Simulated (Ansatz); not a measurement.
`[BH2][SbH][SiH3]` + `BS` → `BSB` + `[SiH3][SbH2]` at 500 K and 1 bar (cleavage of the B–Sb bond).

Isolated molecules relaxed with PBE0-D4/def2-TZVP in Ansatz; ΔE leaves out vibrations. CCSD(T)/CBS is the MP2 limit (def2-TZVPP, def2-QZVPP) plus CCSD(T) − MP2 in def2-TZVPP, frozen cores. This one scheme is used for every species. def2 core potentials past Kr. For Sb outer-core shells are correlated without core-valence functions, which leaves a few kJ/mol of doubt a bond.

```
           species  CCSD(T)/CBS energy (Eh)  H − E (kJ/mol)  S (J/(mol·K))
`[BH2][SbH][SiH3]`               -557.46017           179.9          410.7
              `BS`               -424.38198           102.0          273.9
             `BSB`               -449.77944           145.4          316.4
    `[SiH3][SbH2]`               -532.08095           133.5          352.2
```

H − E and S are ideal-gas, rigid-rotor, harmonic terms from PBE0-D4/def2-TZVP, for one conformer and one mirror image of each species. 1 Eh = 2625.50 kJ/mol, R = 8.31446 J/(mol·K).

Task: By hand: ΔE, ΔH, ΔS and ΔG.

Result: ΔE = (-449.77944) + (-532.08095) − (-557.46017) − (-424.38198) = -0.01824 Eh = -47.9 kJ/mol. Δ(H − E) = 145.4 + 133.5 − 179.9 − 102.0 = -3.0, so ΔH = -50.9 kJ/mol. ΔS = 316.4 + 352.2 − 410.7 − 273.9 = -16.0 J/(mol·K). ΔG = -50.9 − 500 × (-16.0)/1000 = -42.9 kJ/mol.

Task: By hand: the equilibrium constant, and the temperature at which ΔG would vanish if ΔH and ΔS stayed fixed.

Result: log₁₀ K = −ΔG/(RT ln 10) = 4.5. ΔG = 0 at ΔH/ΔS = 3181 K, far beyond where these terms or the molecules hold.

ΔH outweighs TΔS. A doubt of 5 kJ/mol in ΔE shifts log₁₀ K by 0.5 here. Other conformers and mirror images would add mixing entropy, several J/(mol·K) or more a flexible species. Modes under 60 cm⁻¹, often nearly free rotors, make the harmonic entropy too high. These are equilibria of isolated gas molecules and say nothing of rates. Largest T1 diagnostic: 0.015 (customary marks: 0.02 for closed shells, 0.045 for open ones).
